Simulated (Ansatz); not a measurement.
The lowest singlet and triplet of H2Si2 (SMILES [Si]=[SiH2]); geometries from B3LYP-D3(BJ)/def2-TZVP, each state relaxed from the structure named, with no frequency check.
Singlet (charge 0, multiplicity 1):
| atom | x (Å) | y (Å) | z (Å) |
|---|---|---|---|
| Si | 1.2270 | -0.0580 | 0.0111 |
| Si | -0.9703 | 0.0458 | -0.0087 |
| H | -1.8550 | -1.1448 | -0.0110 |
| H | -1.7388 | 1.3146 | -0.0214 |
Triplet (charge 0, multiplicity 3):
```xyz
4

Si     1.276    -0.061     0.012
Si    -1.005     0.048    -0.009
H     -1.959    -1.098    -0.018
H     -1.845     1.279    -0.016
```

A positive gap puts the triplet lower; no zero-point energy. U- takes an unrestricted singlet (broken symmetry where lower, unprojected). The triplet is unrestricted in single-reference levels. Active spaces average the two states.

Correlated levels freeze the cores.

The values were computed with Ansatz (an electronic-structure program). 

**Question.** Estimate the gap E(singlet) − E(triplet), adiabatic that U-SCS-MP2/cc-pV(D+d)Z (spin-contaminated) returns for this input.

**Answer.** 0.6 kcal/mol

**Question.** What gap E(singlet) − E(triplet), adiabatic does FIC-MRCISD+Q on SA-CASSCF(4,4)/cc-pV(Q+d)Z give?

**Answer.** -11.1 kcal/mol

**Question.** What gap E(singlet) − E(triplet), adiabatic does U-B2PLYP/def2-TZVPP (spin-contaminated) give?

**Answer.** -6.8 kcal/mol
